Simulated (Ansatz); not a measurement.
F₂H₄N₂Si, SMILES `N[Si](N)(F)F`, 9 atoms. The species carries charge 0 and has multiplicity 1. All runs use 4 threads of an AMD EPYC on a shared host. Correlated methods freeze the cores.

Q: Give the basis size and wall time and peak host memory of each of these runs in Ansatz. RKS ωB97M-V/def2-QZVPP energy; RHF-CCSD(T)/def2-TZVPP energy; RKS PBE0-D4/def2-TZVP frequencies; RKS HSE06 (plane-wave form)-D4/def2-TZVPP energy; RKS PBE0-D4/def2-TZVP relaxation (8 steps); direct RPA on PBE orbitals/def2-TZVPP energy; RKS BLYP-D4/def2-TZVPP energy; RKS BHLYP-D4/def2-TZVPP energy; RKS PBE0-D4/def2-QZVPP energy; RKS SPW92 (LDA)/def2-TZVPP energy; RKS PBE0-D4/def2-SVP energy; RHF-CCSD(T)/def2-SVP energy. (Best estimate.)

A: The calculation gave: Other jobs shared the machine, so times are rough.

| level | job | functions | wall time | peak host memory (GiB) |
| --- | --- | --- | --- | --- |
| RKS PBE0-D4/def2-SVP | energy | 94 | 4 s | 0.19 |
| RKS SPW92 (LDA)/def2-TZVPP | energy | 222 | 6.5 s | 0.26 |
| RKS BLYP-D4/def2-TZVPP | energy | 222 | 9.1 s | 0.26 |
| RKS BHLYP-D4/def2-TZVPP | energy | 222 | 13 s | 0.49 |
| RKS HSE06 (plane-wave form)-D4/def2-TZVPP | energy | 222 | 14 s | 0.5 |
| direct RPA on PBE orbitals/def2-TZVPP | energy | 222 | 19 s | 0.46 |
| RHF-CCSD(T)/def2-SVP | energy | 94 | 22 s | 0.38 |
| RKS PBE0-D4/def2-QZVPP | energy | 418 | 25 s | 1.3 |
| RKS ωB97M-V/def2-QZVPP | energy | 418 | 48 s | 1.5 |
| RKS PBE0-D4/def2-TZVP | relaxation (8 steps) | 185 | 110 s | 0.42 |
| RHF-CCSD(T)/def2-TZVPP | energy | 222 | 5 min | 3.7 |
| RKS PBE0-D4/def2-TZVP | frequencies | 185 | 6.4 min | 0.43 |
